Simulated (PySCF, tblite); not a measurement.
Isomers of C5H11OSi (doublet state), one GFN2-xTB conformer each. Single-point energies are computed at B3LYP/pcH-1 (PySCF, gas phase, no added dispersion term), electronic only. GFN2-xTB treats the open shell by occupation alone, and not every SCF solution was tested for stability.

Question: Rank them by B3LYP/pcH-1 energy, lowest first (kcal/mol).
A. `[CH2:1]=[CH:2][O:3][SiH2:4][CH:5][CH2:6][CH3:7]` (doublet state) with C1–C2–O3–Si4 1°, C2–O3–Si4–C5 -179°, O3–Si4–C5–C6 2°, Si4–C5–C6–C7 121°
B. `[CH3:1][Si:2]1[CH2:3][CH2:4][O:5][CH2:6][CH2:7]1` (doublet state) with C1–Si2–C3–C4 -79°, Si2–C3–C4–O5 -56°, C3–C4–O5–C6 74°, C4–O5–C6–C7 -74°
C. `[CH2:1]=[CH:2][O:3][SiH:4][CH2:5][CH2:6][CH3:7]` (doublet state) with C1–C2–O3–Si4 4°, C2–O3–Si4–C5 -172°, O3–Si4–C5–C6 64°, Si4–C5–C6–C7 -178°

Answer: C (0.0), B (5.1), A (6.2).

Neighbours under 5.0 kcal/mol apart (C[Si]1CCOCC1 and C=CO[SiH2][CH]CC) can change places with a better method, another conformer or zero-point energy. GFN2-xTB itself gives, in the same order: 0.0, 18.2, 5.7. Both levels put the same isomer lowest; measured from each level's own lowest isomer, the values differ by up to 13.1 kcal/mol (C[Si]1CCOCC1: 18.2 against 5.1).

What happens when harmonic zero-point energies from GFN2-xTB frequencies are added?

```json
{"SMILES": "C=CO[SiH]CCC", "ZPE (kcal/mol)": "92.1", "electronic (kcal/mol)": "0.0", "with ZPE (kcal/mol)": "0.0"}
{"SMILES": "C[Si]1CCOCC1", "ZPE (kcal/mol)": "95.0", "electronic (kcal/mol)": "5.1", "with ZPE (kcal/mol)": "8.0"}
{"SMILES": "C=CO[SiH2][CH]CC", "ZPE (kcal/mol)": "88.9", "electronic (kcal/mol)": "6.2", "with ZPE (kcal/mol)": "2.9"}
```

The zero-point energies span 6.1 kcal/mol. The lowest isomer stays, but the order above it changes.
